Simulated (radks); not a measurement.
Results of a calculation; reference values are marked as such.
Problem. Excited configurations of the lutetium ion Lu70+: one electron is placed in a higher orbital outside the bare nucleus. The ground configuration is 1s1. Code: a radial shooting solver on a logarithmic mesh with Libxc functionals. Model: Dirac Kohn-Sham, PBE, spin-unpolarised, spherical densities, finite nucleus; open shells fill j = l - 1/2 first; Fermi nuclear charge, rms radius 5.37 fm. Excitation = E - E(ground); binding = E(ion) - E, where the ion is the core of charge +71; n* = 71/sqrt(2 binding) in atomic units. These energies are relativistic, and a one-electron ion of charge +71 with no core already has n* below n in this formula (Dirac formula, point nucleus: 2s1/2 1.908, 3s1/2 2.890, 3p1/2 2.890, 5d3/2 4.952, 5f5/2 4.975, 6p1/2 5.872, 6f5/2 5.972, 7s1/2 6.870, 7p1/2 6.870, 7d3/2 6.946, 7f5/2 6.969). The quantum defect is therefore taken as that value minus n*, so that it holds no relativistic shift of the bare ion.

| outer orbital | excitation (eV) | binding (eV) | n* | quantum defect | eigenvalue (eV) | <r> (bohr) |
|---|---|---|---|---|---|---|
| 2s1/2 | 54982 | 18813.5 | 1.909 | -0.001 | -18690.9 | 0.07577 |
| 3s1/2 | 65588 | 8207.1 | 2.891 | -0.001 | -8155.8 | 0.1751 |
| 3p1/2 | 65591 | 8204.6 | 2.891 | -0.001 | -8147.6 | 0.1611 |
| 5d3/2 | 70998 | 2797.1 | 4.952 | 0.000 | -2778.6 | 0.4744 |
| 5f5/2 | 71026 | 2769.7 | 4.976 | -0.001 | -2749.2 | 0.4374 |
| 6p1/2 | 71805 | 1990.2 | 5.870 | 0.002 | -1978.3 | 0.7125 |
| 6f5/2 | 71872 | 1923.8 | 5.971 | 0.001 | -1910.7 | 0.6674 |
| 7p1/2 | 72341 | 1454.7 | 6.867 | 0.003 | -1446.1 | 0.9807 |
| 7d3/2 | 72373 | 1422.8 | 6.943 | 0.003 | -1414.2 | 0.9749 |
| 7f5/2 | 72382 | 1413.1 | 6.967 | 0.003 | -1404.1 | 0.9397 |

Estimate the row for 7s1/2.

Solution. excitation (eV) 72341; binding (eV) 1454.6; n* 6.867; quantum defect 0.003; eigenvalue (eV) -1446.2; <r> (bohr) 0.9948. The Delta-SCF ionisation energy is 73795 eV (NIST Atomic Spectra Database: 73804.4 eV, theoretical). Self-interaction in the functional shifts the binding energies and quantum defects, so they are the method's values and not measured ones. Spin polarisation and multiplet splitting are left out, so open shells lie too high by an amount that depends on their filling.

Beside tabulated values, note that spin-unpolarised runs miss the spin-polarisation part of the exchange energy of open shells.
